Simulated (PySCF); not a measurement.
Si(Me)(OAc)2(OH), C₅H₁₀O₅Si, SMILES CC(=O)O[Si](C)(O)OC(C)=O (GFN2-xTB optimised geometry):

```
21

C     -2.082    -1.167    -3.422
C     -1.218    -0.295    -2.557
O     -0.387     0.471    -2.955
O     -1.480    -0.476    -1.259
Si    -0.789     0.329     0.000
C      1.100     0.329     0.000
O     -1.508     1.780     0.000
O     -1.435    -0.430     1.331
C     -1.219    -1.692     1.701
C     -2.057    -2.078     2.889
O     -0.439    -2.413     1.145
H     -1.809    -1.043    -4.466
H     -1.960    -2.204    -3.120
H     -3.124    -0.892    -3.275
H      1.508     0.911     0.823
H      1.483     0.748    -0.926
H      1.485    -0.683     0.091
H     -1.368     2.413     0.699
H     -1.885    -3.120     3.142
H     -3.106    -1.915     2.656
H     -1.795    -1.442     3.731
```

Level of theory: PBE0/def2-SVP in PySCF 2.14.0.

**Question.** What are the frontier orbital energies and the dipole moment?

**Answer.** HOMO-2 -8.94 eV, HOMO-1 -7.98 eV, HOMO -7.88 eV, LUMO 0.25 eV, LUMO+1 0.35 eV; dipole moment 2.88 D.

Meta-Löwdin charges at PBE0/def2-SVP: C1 -0.34, C2 0.53, O3 -0.43, O4 -0.56, Si5 1.40, C6 -0.58, O7 -0.70, O8 -0.57, C9 0.52, C10 -0.34, O11 -0.44, H12 0.12, H13 0.13, H14 0.13, H15 0.12, H16 0.14, H17 0.14, H18 0.34, H19 0.12, H20 0.13, H21 0.13.
